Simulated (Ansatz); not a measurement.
One change: `C[O][In]([F])[F]` becomes `C[O][Al]([F])[F]`.

Ansatz, PBE0-D4/def2-TZVP geometries, multiplicity 1. Each molecule was computed in one conformer, which needn't be the lowest.

Elements past krypton have def2 core potentials.

| property | `C[O][In]([F])[F]` |
| --- | --- |
| size of the dipole moment (PBE/def2-TZVPP) / D | 2.53 |
| HOMO energy (B3LYP/def2-TZVPP) / eV | -8.31 |
| size of the dipole moment (B3LYP/def2-TZVPP) / D | 2.56 |
| LUMO energy (B3LYP/def2-TZVPP) / eV | -3.16 |
| LUMO energy (ωB97M-V/def2-TZVPP) / eV | -0.80 |
| size of the dipole moment (ωB97M-V/def2-TZVPP) / D | 2.41 |

(1) Give the same properties after the change, and the shifts. (Best estimate.)

Answers

(1) Ansatz gave: 
```json
{"property": "size of the dipole moment (PBE/def2-TZVPP) / D", "`C[O][Al]([F])[F]`": "2.02", "shift": "-0.51"}
{"property": "HOMO energy (B3LYP/def2-TZVPP) / eV", "`C[O][Al]([F])[F]`": "-8.50", "shift": "-0.19"}
{"property": "size of the dipole moment (B3LYP/def2-TZVPP) / D", "`C[O][Al]([F])[F]`": "2.11", "shift": "-0.45"}
{"property": "LUMO energy (B3LYP/def2-TZVPP) / eV", "`C[O][Al]([F])[F]`": "-1.31", "shift": "1.85"}
{"property": "LUMO energy (ωB97M-V/def2-TZVPP) / eV", "`C[O][Al]([F])[F]`": "0.66", "shift": "1.46"}
{"property": "size of the dipole moment (ωB97M-V/def2-TZVPP) / D", "`C[O][Al]([F])[F]`": "2.08", "shift": "-0.33"}
```

With PBE0 the HOMO falls by 0.21 eV and the LUMO rises by 1.82 eV, so the gap widens by about 2.03 eV. PBE moves the HOMO by -0.21 eV and ωB97M-V by -0.23 eV. Dipoles are sizes alone; their direction can turn.

B3LYP here is the variant with VWN-RPA as its local correlation; programs differ in this.
